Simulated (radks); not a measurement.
Spherical quantum dot in the effective-mass picture: electrons in a well V = -V0 / (1 + exp((r - R)/a)) with V0 = 24, R = 2.44, a = 0.23, with a point charge +2 (a donor) at the centre, all in effective atomic units (hartree* = m*/eps^2 hartree, bohr* = eps/m* bohr), one dielectric constant everywhere. Calculated with a radial shooting solver with Libxc functionals: non-relativistic Kohn-Sham, LDA (Slater exchange, Perdew-Wang correlation), spin-polarised, spherical densities. Levels are named by radial order and angular momentum (1s, 1p, 1d, 2s, ...), and open shells are averaged over m. Results are scaled to m* = 0.358 and eps = 13, for which hartree* = 57.64 meV and bohr* = 1.922 nm.

N = 30, configuration 1s2 1p6 1d10 2s2 1f(up 7, down 3). This is the lowest configuration that the search found. Occupied and some empty levels:

level,occupation,eigenvalue (meV),<r> (nm)
1s up,1,-419.51,2.382
1s down,1,-417.00,2.352
1p up,3,-372.73,2.974
1p down,3,-369.16,2.967
1d up,5,-318.08,3.191
1d down,5,-314.23,3.188
2s up,1,-312.18,2.101
2s down,1,-310.36,2.122
1f up,7,-249.70,3.353
1f down,3,-245.73,3.353
2p up,0,-180.62,2.577
2p down,0,-178.56,2.577
1g up,0,-168.80,3.490
1g down,0,-164.82,3.491
2d up,0,-78.151,2.919
2d down,0,-75.701,2.918

Energy (meV): total -23536.4, kinetic 4308.0, external -41204, Hartree 14590, exchange-correlation -1230.5.
